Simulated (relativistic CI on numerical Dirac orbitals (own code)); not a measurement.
## Forbidden transitions in Xe XXX

These numbers are calculated, not measured: Dirac-Coulomb-Breit CI, KLI orbitals optimised for each configuration, model QED, unscaled Slater integrals (own radial code, finite nucleus).

Configurations in the expansion (outside the closed core [Ne]): 3s2.3p6.3d7, 3s2.3p5.3d8, 3s2.3p4.3d9, 3s.3p6.3d8, 3p6.3d9, 3s.3p5.3d9, 3s2.3p6.3d6.4s, 3s2.3p6.3d6.4p, 3s2.3p6.3d6.4d, 3s2.3p4.3d8.4s, 3s2.3p6.3d6.4f, 3s2.3p5.3d7.4s, 3s2.3p4.3d8.4p, 3s2.3p5.3d7.4p, 3s2.3p6.3d5.4s2, 3s.3p6.3d7.4s. Levels of other configurations are missing.

```csv
λ vac (Å),Lower,Upper,Type,A (s⁻¹),E lower (eV),E upper (eV)
17.901,3s2.3p6.3d7 4F_9/2 [1],3s2.3p6.3d6.4s 4D_7/2 [111],E2,7.87e+08,0.000,692.597
17.985,3s2.3p6.3d7 4F_9/2 [1],3s2.3p6.3d6.4s 6D_9/2 [110],E2,1.50e+08,0.000,689.382
18.167,3s2.3p6.3d7 2D_5/2 [3],3s2.3p6.3d6.4s 4D_7/2 [111],E2,2.76e+08,10.130,692.597
348.60,3s2.3p6.3d7 4P_5/2 [7],3s2.3p6.3d7 2D_5/2 [19],M1,2.68e+04,19.058,54.624
383.61,3s2.3p6.3d7 2P_3/2 [2],3s2.3p6.3d7 2D_3/2 [17],M1,5.36e+03,8.005,40.325
410.62,3s2.3p6.3d7 2D_5/2 [3],3s2.3p6.3d7 2D_3/2 [17],M1,1.35e+04,10.130,40.325
424.23,3s2.3p6.3d7 2G_7/2 [10],3s2.3p6.3d7 2D_5/2 [19],M1,6.35e+03,25.398,54.624
441.66,3s2.3p6.3d7 4F_7/2 [4],3s2.3p6.3d7 2F_7/2 [16],M1,1.02e+04,12.140,40.212
488.17,3s2.3p6.3d7 4F_9/2 [1],3s2.3p6.3d7 2G_7/2 [10],M1,3.06e+03,0.000,25.398
524.90,3s2.3p6.3d7 4F_9/2 [1],3s2.3p6.3d7 2H_11/2 [9],M1,1.70e+03,0.000,23.620
538.96,3s2.3p6.3d7 2F_5/2 [12],3s2.3p6.3d7 2D_5/2 [19],M1,2.37e+04,31.619,54.624
567.97,3s2.3p6.3d7 2G_9/2 [6],3s2.3p6.3d7 2F_7/2 [16],M1,1.58e+04,18.383,40.212
568.74,3s2.3p6.3d7 2D_5/2 [11],3s2.3p6.3d7 2D_3/2 [18],M1,6.72e+04,30.879,52.679
576.96,3s2.3p6.3d7 2D_5/2 [3],3s2.3p6.3d7 2F_5/2 [12],M1,7.65e+03,10.130,31.619
589.59,3s2.3p6.3d7 4P_3/2 [13],3s2.3p6.3d7 2D_3/2 [18],M1,3.83e+04,31.650,52.679
661.65,3s2.3p6.3d7 4F_7/2 [4],3s2.3p6.3d7 2D_5/2 [11],M1,6.17e+04,12.140,30.879
674.46,3s2.3p6.3d7 4F_9/2 [1],3s2.3p6.3d7 2G_9/2 [6],M1,2.40e+04,0.000,18.383
695.75,3s2.3p6.3d7 2G_9/2 [6],3s2.3p6.3d7 2H_9/2 [15],M1,2.26e+04,18.383,36.203
836.92,3s2.3p6.3d7 2G_7/2 [10],3s2.3p6.3d7 2F_7/2 [16],M1,6.38e+03,25.398,40.212
862.77,3s2.3p6.3d7 4P_1/2 [8],3s2.3p6.3d7 2P_1/2 [14],M1,3.08e+04,21.104,35.475
904.64,3s2.3p6.3d7 4F_3/2 [5],3s2.3p6.3d7 4P_3/2 [13],M1,2.43e+04,17.945,31.650
946.50,3s2.3p6.3d7 2P_3/2 [2],3s2.3p6.3d7 4P_1/2 [8],M1,1.99e+04,8.005,21.104
958.58,3s2.3p6.3d7 4F_3/2 [5],3s2.3p6.3d7 2D_5/2 [11],M1,5.48e+03,17.945,30.879
984.61,3s2.3p6.3d7 4P_5/2 [7],3s2.3p6.3d7 4P_3/2 [13],M1,2.37e+04,19.058,31.650
985.36,3s2.3p6.3d7 2H_11/2 [9],3s2.3p6.3d7 2H_9/2 [15],M1,1.04e+04,23.620,36.203
1021.3,3s2.3p6.3d7 4F_9/2 [1],3s2.3p6.3d7 4F_7/2 [4],M1,2.67e+04,0.000,12.140
1121.7,3s2.3p6.3d7 2P_3/2 [2],3s2.3p6.3d7 4P_5/2 [7],M1,5.51e+03,8.005,19.058
1247.4,3s2.3p6.3d7 2P_3/2 [2],3s2.3p6.3d7 4F_3/2 [5],M1,8.26e+03,8.005,17.945
1388.8,3s2.3p6.3d7 2D_5/2 [3],3s2.3p6.3d7 4P_5/2 [7],M1,3.61e+03,10.130,19.058
1586.6,3s2.3p6.3d7 2D_5/2 [3],3s2.3p6.3d7 4F_3/2 [5],M1,7.36e+03,10.130,17.945
```

Terms are leading LS components. Brackets give the number of a level in order of energy, since labels repeat. The list gives strong lines, with weight on those to low levels, among the lowest 200 of 2750 levels, so that lines to higher ones, which can be the strongest, are missing. Levels whose partners in the same complex of configurations lie outside the list can be far off, and so can their lines. Rates are taken at the computed energies, electric ones in the length gauge.

At this charge energies of transitions that change n are usually good to better than 1 %, and those within a shell (Δn = 0) to a few per cent. Terms inside the open d or f shell come out 10 to 20 % too wide with unscaled integrals.

LS names give the leading component of a level, which can be under half, so a name can repeat, a term be missing and a line seem to break the LS rules.
